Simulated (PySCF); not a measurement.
silicon monosulfide anion (SSi), SMILES [Si]=S (connectivity only; charge and spin as stated), charge -1, multiplicity 2.

Geometry: PBE0-D3(BJ)/def2-TZVPD. The multiplicity is an assumed one; other spin states were not compared.

Calculation: SMD-PBE0/def2-SVPD in PySCF.

Solvation free energies are E(SMD) − E(gas) at the gas-phase geometry, for 1 M in both phases.

Estimate the solvation free energies in water, acetonitrile, N,N-dimethylformamide. (The exact figures need the calculation; the answer reports its results.)


```json
[
 {"solvent": "water", "ΔG(solv) (kcal/mol)": "-54.1", "its non-electrostatic (CDS) part": "-0.4"},
 {"solvent": "acetonitrile", "ΔG(solv) (kcal/mol)": "-54.7", "its non-electrostatic (CDS) part": "-1.8"},
 {"solvent": "N,N-dimethylformamide", "ΔG(solv) (kcal/mol)": "-54.7", "its non-electrostatic (CDS) part": "-1.7"}
]
```
